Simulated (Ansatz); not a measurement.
Consider the hydrogenolysis of the Si–C bond: `C[SiH2][GeH2][Cl]` + H₂ → `[SiH3][GeH2][Cl]` + CH₄.

Computed with Ansatz on PBE0-D4/def2-TZVP structures; ΔE is electronic, products minus reactants. CCSD(T)/CBS adds triple-zeta CCSD(T) − MP2 to the extrapolated MP2 energy (def2 sets, frozen cores). This one scheme is used for every species. DFT in def2-TZVPP. For Ge outer-core shells are correlated without core-valence functions, which leaves a few kJ/mol of doubt a bond. Scalar relativity is left out up to krypton. Each species was taken in one conformer, which may not be the lowest.

`C[SiH2][GeH2][Cl]`:

```xyz
11

C     0.657    0.695   -1.431
Si   -0.782   -0.104   -0.543
Ge   -0.209   -0.457    1.742
Cl    1.710   -1.483    1.706
H     0.872    1.681   -1.016
H     0.437    0.810   -2.494
H     1.552    0.078   -1.326
H    -1.115   -1.430   -1.127
H    -2.001    0.751   -0.592
H     0.036    0.832    2.548
H    -1.158   -1.372    2.533
```

H₂:

```xyz
2

H     0.289    0.206    0.114
H    -0.289   -0.206   -0.114
```

`[SiH3][GeH2][Cl]`:

Z-matrix (Å, degrees):
```
Si
Ge 1 2.380
H 1 1.484 2 108.9
H 1 1.487 2 109.5 3 119.9
H 1 1.484 2 108.9 3 -120.1
Cl 2 2.169 1 106.5 3 60.1
H 2 1.537 1 114.0 3 176.6
H 2 1.537 1 114.0 3 -56.5
```

CH₄:

Cartesian coordinates in Å:
```
C 0.000 0.000 0.000
H -0.458 -0.917 -0.369
H 1.063 -0.167 0.169
H -0.475 0.292 0.936
H -0.131 0.793 -0.736
```

```json
{"level": "LDA (SPW92)", "ΔE (kJ/mol)": "-22.0"}
{"level": "PBE-D4", "ΔE (kJ/mol)": "-21.8"}
{"level": "r2SCAN-D4", "ΔE (kJ/mol)": "-23.1"}
{"level": "revPBE", "ΔE (kJ/mol)": "-31.0"}
{"level": "CAM-B3LYP", "ΔE (kJ/mol)": "-35.5"}
{"level": "HF/def2-SVP", "ΔE (kJ/mol)": "-53.9"}
{"level": "CCSD/def2-SVP", "ΔE (kJ/mol)": "-41.2"}
{"level": "MP2/CBS(def2)", "ΔE (kJ/mol)": "-17.9"}
```

What does CCSD(T)/CBS give? (Estimate.)

The calculation gave: -23.9 kJ/mol. The listed levels differ from it by 1.9, 2.1, 0.8, -7.1, -11.6, -30.0, -17.3, 6.0 kJ/mol.

What do rigid-rotor, harmonic-oscillator terms from PBE0-D4/def2-TZVP frequencies (298.15 K, 1 bar) make of the CCSD(T)/CBS value? (An estimate is asked.)

Ansatz gave: ΔZPE = +14.1 kJ/mol, ΔH = -12.8 kJ/mol, ΔS = 18 J/(mol·K), ΔG = -18.2 kJ/mol. Modes under 50 cm⁻¹ make the entropy rough.

Largest T1 diagnostic among the species: 0.011.

Leaving LDA and LC-ωPBE aside and taking each functional with its dispersion term where it has one, the values, not all of them listed here, spread over 13.4 kJ/mol, from B2PLYP to revPBE-D4. LDA lies +5.9 kJ/mol from PBE without D4. In def2-TZVPP, CCSD(T) changes the Hartree–Fock value by +22.0 kJ/mol (the triples alone add +4.1 kJ/mol) and MP2 by +28.0 kJ/mol. At CCSD(T), def2-SVP lies −14.4 kJ/mol from the extrapolated value and def2-TZVPP −2.8 kJ/mol.

CCSD(T)/CBS has its own doubt, a few kJ/mol and more with outer-core shells, so smaller differences from it don't rank the levels.
